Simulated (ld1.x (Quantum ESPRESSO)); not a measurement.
**scandium (Sc): variants of one ultrasoft potential**

Base potential:

| Item | Value |
| --- | --- |
| Element | scandium |
| Generator | ld1.x (Quantum ESPRESSO) 7.5 |
| Type | ultrasoft |
| Functional | LDA (PZ) |
| Relativity | scalar-relativistic |
| Frozen core | [Ar] |
| Valence charge | 3 |
| Reference configuration | 3d1 4s2 4p0 |
| Partial waves | 4s (bound): rcut 3.10, rcutus 3.30 bohr; 4s channel at 0.4 Ry: rcut 3.10, rcutus 3.30 bohr; 4p (bound, empty): rcut 3.05, rcutus 3.80 bohr; 4p channel at 0.95 Ry: rcut 3.05, rcutus 3.80 bohr; 3d (bound): rcut 2.50, rcutus 2.90 bohr; 3d channel at 0.15 Ry: rcut 2.50, rcutus 2.90 bohr |
| Local potential | all-electron potential smoothed inside 2.60 bohr (lloc = -2) |
| Core correction | a·sin(br)/r model core inside 2.70 bohr |
| Augmentation charge | PSQ, inside the norm-conserving radii |

Cutoffs, loose and tight: the cutoffs (Ry, on a coarse ladder) from which the occupation-weighted sum of valence levels, in a spherical-Bessel basis at the reference potential, stays within 10 and 1 mRy of its value at 400 Ry. They do not see the model core or the augmentation charge, which bear on the density cutoff. Test errors are all-electron minus pseudo excitation energies from the reference, over the configurations 3d1 4s1 4p0; 3d1 4s0 4p0; 3d1 4s1.5 4p0; 3d1 4s1 4p1; 3d2 4s1 4p0; 3d1.5 4s1.5 4p0; 3d1 4s0 4p1 (two spin-polarised tests are not counted in the largest error). A dash means not determined; rows that change the core or the reference have their own tests. The largest error is taken over the tests solved by every variant that gives reliable tests at all: 3d1 4s0 4p0; 3d1 4s1 4p0; 3d1 4s1.5 4p0.

A true bound ghost makes a file unfit for plane-wave use even where its test errors are small: the radial tests pick states by their node count and pass the ghost by. Where a test does run into it, the solver fails or the error is huge.

```csv
change,outcome,"cutoff, loose","cutoff, tight",bound ghosts,largest test error (meV)
base,generated,8 Ry,12 Ry,none,-2.3
"all radii but the core radius scaled by about 1.14 (s 3.74, p 4.32, d 3.30 bohr, rcut 3.52/3.46/2.84); local potential all-electron potential smoothed inside 2.96 bohr (lloc = -2)",generated,6 Ry,8 Ry,none,-12
local potential all-electron potential smoothed inside 2.90 bohr (lloc = -1),generated,8 Ry,12 Ry,none,-2.3
"augmentation PSQ, radius 2.30 bohr",generated,8 Ry,12 Ry,none,+5.9
type RRKJ; waves now 4p (bound): rc 3.80 bohr; 3d (bound): rc 2.90 bohr; 4s (bound): rc 3.30 bohr; local potential the s channel; rho0 0.001,generated,18 Ry,21 Ry,none,-27
local potential all-electron potential smoothed inside 4.40 bohr (lloc = -2),generated,8 Ry,12 Ry,none,-2.8
"waves 3d (bound): rcut 2.36, rcutus 2.50 bohr; 3d channel at 0.15 Ry: rcut 2.36, rcutus 2.50 bohr",generated,12 Ry,18 Ry,none,-4.0
```

What comes out with this change to the base: waves 4p (bound): rcut 2.40, rcutus 2.54 bohr; 4p channel at 0.95 Ry: rcut 2.40, rcutus 2.54 bohr?

outcome: generated; cutoff, loose: 8 Ry; cutoff, tight: 12 Ry; bound ghosts: p; largest test error (meV): -2.3.

What comes out with this change to the base: core correction a·sin(br)/r model core inside 1.28 bohr?

outcome: generated; cutoff, loose: 8 Ry; cutoff, tight: 12 Ry; bound ghosts: none; largest test error (meV): -51.
